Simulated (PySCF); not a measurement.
## Which element holds H most strongly?

CCSD(T) extrapolated to the basis-set limit (PySCF; CH CCSD(T)/CBS(TQ)+CV+SR, HfH CCSD(T)/CBS(TQ)+CV, InH CCSD(T)/CBS(DT), MoH CCSD(T)/CBS(TQ)+CV, PH CCSD(T)/CBS(TQ)+CV+SR, SbH CCSD(T)/CBS(DT), SiH CCSD(T)/CBS(TQ)+CV+SR; CV core-valence, SR scalar-relativistic term); no spin–orbit coupling. D0 is De less the harmonic zero-point energy.

```json
{"M": "Hf", "state (unpaired electrons)": "doublet (δ ↑)", "Re (Å)": "1.829", "ωe (cm⁻¹)": "1683", "D0(MH) (eV)": "2.74"}
{"M": "P", "state (unpaired electrons)": "triplet (π ↑↑)", "Re (Å)": "1.422", "ωe (cm⁻¹)": "2373", "D0(MH) (eV)": "3.04"}
{"M": "Mo", "state (unpaired electrons)": "sextet (σ ↑, π ↑↑, δ ↑↑)", "Re (Å)": "1.717", "ωe (cm⁻¹)": "1759", "D0(MH) (eV)": "2.34"}
{"M": "In", "state (unpaired electrons)": "singlet (closed shell)", "Re (Å)": "1.837", "ωe (cm⁻¹)": "1466", "D0(MH) (eV)": "2.68"}
{"M": "C", "state (unpaired electrons)": "doublet (π ↑)", "Re (Å)": "1.118", "ωe (cm⁻¹)": "2866", "D0(MH) (eV)": "3.47"}
{"M": "Si", "state (unpaired electrons)": "doublet (π ↑)", "Re (Å)": "1.520", "ωe (cm⁻¹)": "2050", "D0(MH) (eV)": "3.07"}
{"M": "Sb", "state (unpaired electrons)": "triplet (π ↑↑)", "Re (Å)": "1.707", "ωe (cm⁻¹)": "1931", "D0(MH) (eV)": "2.50"}
```

Problem. Order the elements by D0 and give the energy of MoH + P → PH + Mo.

Solution. C > Si > P > Hf > In > Sb > Mo; ΔE = 2.34 − 3.04 = -0.70 eV at composite CCSD(T). Close neighbours can swap at other levels.

Correlated steps freeze the inner cores (1 to 5 orbitals); shallow outer-core shells are correlated. Spin–orbit coupling is left out, which matters for elements this heavy, above all for dissociation energies. Where the molecule has an RHF reference, its open-shell atoms are computed with UHF. The CCSD T1 diagnostic is raised in HfH, MoH, a sign that a single reference may not be enough there. States were picked by a PBE0 search and need not be the measured ground states. With d or f electrons several states lie close, and the lowest PBE0 determinant need not be the measured ground state.
